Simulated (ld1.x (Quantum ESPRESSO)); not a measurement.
**molybdenum (Mo): TM pseudisation with PBE, scalar-relativistic reference atom.**

```
Element                 : Mo
Generator               : ld1.x (Quantum ESPRESSO) 7.5
Type                    : norm-conserving Troullier–Martins (Kleinman–Bylander form)
Functional              : PBE
Relativity              : scalar-relativistic
Frozen core             : [Ar] 3d10 4s2
Valence charge          : 12
Reference configuration : 4p6 4d5 5s0 5p0 (charge +1)
Partial waves           : 4p (bound): rc 1.30 bohr; 4d (bound): rc 1.95 bohr; 5s (bound, empty): rc 2.05 bohr
Local potential         : the s channel
Core correction         : none
```

Poles of the logarithmic derivatives, all-electron (AE) and pseudo (PS). s: poles at 4.7 (AE) and 0.5 (PS) Ry. p: poles at -3.0 (AE) and -3.0 (PS) Ry. d: poles at 0.3 (AE) and 0.4 (PS) Ry. Test radius 2.24 bohr.

* Cutoffs needed: 80 Ry and 120 Ry (the cutoffs (Ry, on a coarse ladder) from which the occupation-weighted sum of valence levels, in a spherical-Bessel basis at the reference potential, stays within 10 and 1 mRy of its value at 400 Ry)
* Ghost test: no extra level below or beside the all-electron valence levels (p, d, s, f tested) (spherical-Bessel basis up to 400 Ry, 20 bohr box)
* Largest excitation error: -479 meV (all-electron minus pseudo) for 4p6 4d4 5s1 5p1, out of 7 test configurations
